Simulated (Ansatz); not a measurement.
`[F][InH][Cl]` + `[Cl][Sn]([Cl])([Cl])[I]` → `[Cl][InH][I]` + `[F][Sn]([Cl])([Cl])[Cl]`  (redistribution)

Gas-phase electronic energies from Ansatz, PBE0-D4/def2-TZVP geometries. CCSD(T)/CBS adds triple-zeta CCSD(T) − MP2 to the extrapolated MP2 energy (def2 sets, frozen cores). Functionals use def2-TZVPP. Elements past krypton have def2 core potentials. For I, In, Sn outer-core shells are correlated without core-valence functions, which leaves a few kJ/mol of doubt a bond.

CCSD(T)/CBS gives -20.7 kJ/mol.

Task: Another level gave -24.3 kJ/mol. Which?
A. HF/def2-TZVPP
B. CAM-B3LYP/def2-TZVPP
C. revPBE-D4/def2-TZVPP
D. BLYP/def2-TZVPP

Result: B. CAM-B3LYP -24.3, revPBE-D4 -14.8, BLYP -19.5, HF/def2-TZVPP -35.6 kJ/mol.

Largest T1 diagnostic among the species: 0.015.

Leaving LDA and LC-ωPBE aside and taking each functional with its dispersion term where it has one, the values, not all of them listed here, spread over 12.6 kJ/mol, from B97M-V to BLYP-D4. At CCSD(T), def2-SVP lies −4.5 kJ/mol from the extrapolated value and def2-TZVPP −4.9 kJ/mol. In def2-TZVPP, CCSD(T) changes the Hartree–Fock value by +10.0 kJ/mol (the triples alone add +1.5 kJ/mol) and MP2 by +14.2 kJ/mol.
